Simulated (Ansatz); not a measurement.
# Abstraction of F: HOF + SiH(SiH2)F2 → OH + Si2H3F3

Gas-phase species: HOF `OF`, singlet; SiH(SiH2)F2, doublet; OH, doublet; Si2H3F3 `F[SiH2][SiH](F)F`, singlet. A radical takes F: the energy is the difference in strength between the O–F bond broken and the Si–F bond made.

Shapes, held fixed at every level: PBE0-D4/def2-TZVP. Flexible molecules stand in one conformer, not always the lowest. Programs: Ansatz 0.2.0. Electronic energies: no zero-point or thermal term.

Question: Estimate ΔE of this reaction.

Answer: The highest level, CCSD(T)/CBS estimate, gives ΔE = -405.9 kJ/mol; the levels span -506.3 to -343.5. The column of differences is taken from that level and isn't an error. No measured value is set beside it here. Open shells run unrestricted. The CBS estimate extrapolates MP2 from def2-TZVPP and def2-QZVPP and adds CCSD(T) − MP2 in the triple-zeta set, cores frozen. CCSD(T)/CBS estimate lies outside the range of the other correlated levels here, so it shouldn't be taken on trust.

```
               level                    kind  ΔE (kJ/mol)  less CCSD(T)/CBS estimate
       HF/def2-TZVPP            Hartree–Fock       -506.3                     -100.4
   PBE-D4/def2-TZVPP                     GGA       -343.5                      +62.4
r2SCAN-D4/def2-TZVPP                meta-GGA       -383.9                      +22.0
 B3LYP-D4/def2-TZVPP           global hybrid       -392.0                      +13.9
  wB97M-V/def2-TZVPP  range-separated hybrid       -397.3                       +8.6
  wB97X-V/def2-TZVPP  range-separated hybrid       -397.9                       +8.0
  CCSD(T)/def2-TZVPP   coupled cluster or CI       -400.0                       +5.9
CCSD(T)/CBS estimate   coupled cluster or CI       -405.9                        0.0
```
